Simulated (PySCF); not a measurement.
## Predicted spectroscopic data

- shielding tensors at PBE0/pcSseg-1 (GIAO)
- GFN2-xTB structure
- run in PySCF
- one conformer, no solvent model, averaged over atoms made equivalent by symmetry, fast rotation or ring inversion, no relativistic terms

Scale: ¹H (σ = 31.72 ppm), ¹³C (σ = 186.93 ppm) against TMS (reference shieldings calculated alike). Where no couplings were computed, multiplicities follow the n + 1 count of equivalent neighbours, and m marks all less simple cases (inequivalent or close neighbours, rings, F or P nearby). Shifts are as computed. Against solution values, carbons near 30 ppm lie about +3 ppm off and those near 130 ppm about +5 ppm. Of 1211 compounds with measured shifts, 218 miss one by over three times the rms of a fit or turn the order of signals round; such compounds aren't used in these exercises.

**1.** `N#CC#Cc1cn([SiH3])cn1`, C₆H₅N₃Si. ¹H NMR (500 MHz, computed): δ 7.50 (m, 1H), 7.21 (m, 1H), 5.12 (s, 3H). ¹³C{¹H} NMR (computed): δ 145.2 (CH), 138.1 (CH), 131.2 (C), 112.2 (C), 79.8 (C), 76.2 (C).

**2.** SMILES CCC#C[SiH]1CCC1, C₇H₁₂Si. ¹H NMR (500 MHz, computed): δ 5.19 (m, 1H), 2.43 (q, 2H), 2.24 (m, 1H), 2.19 (m, 1H), 1.73 (m, 2H), 1.52 (m, 2H), 1.25 (t, 3H). ¹³C{¹H} NMR (computed): δ 121.7, 86.2, 20.3, 16.9, 16.7, 16.5.
